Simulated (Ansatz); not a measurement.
`NB(O)[SeH]` + H₂ → `NB[SeH]` + H₂O  (hydrogenolysis of a B–O bond)

Calculated with Ansatz (gas phase, PBE0-D4/def2-TZVP geometries, no zero-point term in ΔE). CCSD(T)/CBS adds triple-zeta CCSD(T) − MP2 to the extrapolated MP2 energy (def2 sets, frozen cores). This one scheme is used for every species. For Se outer-core shells are correlated without core-valence functions, which leaves a few kJ/mol of doubt a bond. Scalar relativity is left out up to krypton. One conformer a species, not always the lowest.

`NB(O)[SeH]`:

```xyz
8

N    -0.306   -0.888    0.343
B     0.304    0.271   -0.165
O     1.612    0.340   -0.556
Se   -0.672    1.975   -0.378
H     0.178   -1.762    0.457
H    -1.268   -0.921    0.625
H     2.100   -0.480   -0.459
H    -1.949    1.465    0.132
```

H₂:

```xyz
2

H     0.270   -0.204   -0.157
H    -0.270    0.204    0.157
```

`NB[SeH]`:

```xyz
7

N     0.410    0.162    1.134
B    -0.289    0.097   -0.065
Se    0.543   -0.694   -1.649
H     0.006    0.564    1.962
H     1.348   -0.177    1.267
H    -1.400    0.524   -0.136
H    -0.619   -0.476   -2.513
```

H₂O:

```xyz
3

O     0.025    0.355   -0.158
H    -0.486   -0.391   -0.478
H     0.461    0.036    0.635
```

```tsv
species	HF/def2-SVP energy (Eh)
`NB(O)[SeH]`	-2555.87908
H₂	-1.12893
`NB[SeH]`	-2481.01680
H₂O	-75.96088
```

**Question.** Work out ΔE.

**Answer.** ΔE = (-2481.01680) + (-75.96088) − (-2555.87908) − (-1.12893) = 0.03033 Eh = +0.83 eV. CCSD(T)/CBS gives +0.74 eV.

**Question.** What do rigid-rotor, harmonic-oscillator terms from PBE0-D4/def2-TZVP frequencies (298.15 K, 1 bar) make of the CCSD(T)/CBS value? (Estimate.)

**Answer.** Ansatz gave: ΔZPE = +0.16 eV, ΔH = +0.88 eV, ΔS = 29 J/(mol·K), ΔG = +0.79 eV.

Largest T1 diagnostic among the species: 0.011.

The D4 term adds +0.06 eV with B3LYP and +0.03 eV with PBE0; it sums over pairs of atoms, weighted by their polarisabilities, and B3LYP, whose exchange is more repulsive, gets the larger term. At CCSD(T), def2-SVP lies +0.15 eV from the extrapolated value and def2-TZVPP +0.02 eV.

B3LYP here is the variant with VWN-RPA as its local correlation; programs differ in this.
